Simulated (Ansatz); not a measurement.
C7H9O4PRu (`C[P+](C)(C)[Ru-5]([C]#[O+])([C]#[O+])([C]#[O+])[C]#[O+]`). The species carries charge 0 and has multiplicity 1. Ru: def2 effective core potential. Geometry: relaxed with PBE0-D4/def2-TZVP. It is one conformer, not always the lowest.

```xyz
22

C    -1.943   -0.723    0.643
P    -0.161   -0.403    0.455
C     0.511   -2.086    0.278
C     0.333    0.028    2.154
Ru    0.435    1.104   -1.214
C    -1.164    2.156   -1.379
O    -2.114    2.782   -1.474
C     2.231    0.543   -1.597
O     3.300    0.209   -1.822
C     1.186    2.549   -0.195
O     1.631    3.408    0.412
C    -0.130    0.127   -2.767
O    -0.467   -0.454   -3.691
H    -2.139   -1.448    1.438
H    -2.342   -1.105   -0.298
H    -2.457    0.212    0.872
H     0.184   -2.737    1.093
H     0.182   -2.507   -0.674
H     1.601   -2.041    0.268
H     0.017   -0.736    2.869
H    -0.113    0.985    2.429
H     1.418    0.136    2.198
```

Problem. What is the dipole moment at PBE/def2-TZVPP? (Estimate.)

Solution. Ansatz gave: 5.31 D, with components (-1.36, -3.41, 3.83) D in this frame, pointing from negative to positive charge.

Problem. And with r2SCAN, B3LYP, ωB97M-V? (Estimate.)

Solution. Ansatz gave: r2SCAN 5.50 D, B3LYP 5.39 D, ωB97M-V 5.19 D.

Problem. Give the Mulliken charges with PBE, B3LYP, r2SCAN in def2-TZVPP. (Estimate.)

Solution. The calculation gave: 
```json
{"atom": "C1", "PBE": "-0.31", "B3LYP": "-0.34", "r2SCAN": "-0.25"}
{"atom": "P2", "PBE": "0.25", "B3LYP": "0.31", "r2SCAN": "0.35"}
{"atom": "C3", "PBE": "-0.31", "B3LYP": "-0.34", "r2SCAN": "-0.26"}
{"atom": "C4", "PBE": "-0.31", "B3LYP": "-0.33", "r2SCAN": "-0.25"}
{"atom": "Ru5", "PBE": "-0.08", "B3LYP": "-0.03", "r2SCAN": "0.03"}
{"atom": "C6", "PBE": "-0.01", "B3LYP": "0.01", "r2SCAN": "0.02"}
{"atom": "O7", "PBE": "-0.04", "B3LYP": "-0.08", "r2SCAN": "-0.11"}
{"atom": "C8", "PBE": "-0.02", "B3LYP": "0.00", "r2SCAN": "0.02"}
{"atom": "O9", "PBE": "-0.04", "B3LYP": "-0.08", "r2SCAN": "-0.11"}
{"atom": "C10", "PBE": "0.00", "B3LYP": "0.02", "r2SCAN": "0.03"}
{"atom": "O11", "PBE": "-0.04", "B3LYP": "-0.08", "r2SCAN": "-0.11"}
{"atom": "C12", "PBE": "-0.03", "B3LYP": "-0.01", "r2SCAN": "0.01"}
{"atom": "O13", "PBE": "-0.05", "B3LYP": "-0.08", "r2SCAN": "-0.11"}
{"atom": "H14", "PBE": "0.10", "B3LYP": "0.11", "r2SCAN": "0.08"}
{"atom": "H15", "PBE": "0.12", "B3LYP": "0.12", "r2SCAN": "0.09"}
{"atom": "H16", "PBE": "0.12", "B3LYP": "0.12", "r2SCAN": "0.09"}
{"atom": "H17", "PBE": "0.10", "B3LYP": "0.11", "r2SCAN": "0.08"}
{"atom": "H18", "PBE": "0.12", "B3LYP": "0.12", "r2SCAN": "0.09"}
{"atom": "H19", "PBE": "0.12", "B3LYP": "0.12", "r2SCAN": "0.09"}
{"atom": "H20", "PBE": "0.10", "B3LYP": "0.10", "r2SCAN": "0.07"}
{"atom": "H21", "PBE": "0.12", "B3LYP": "0.12", "r2SCAN": "0.09"}
{"atom": "H22", "PBE": "0.12", "B3LYP": "0.12", "r2SCAN": "0.09"}
```

B3LYP here is the variant with VWN-RPA as its local correlation; programs differ in this.
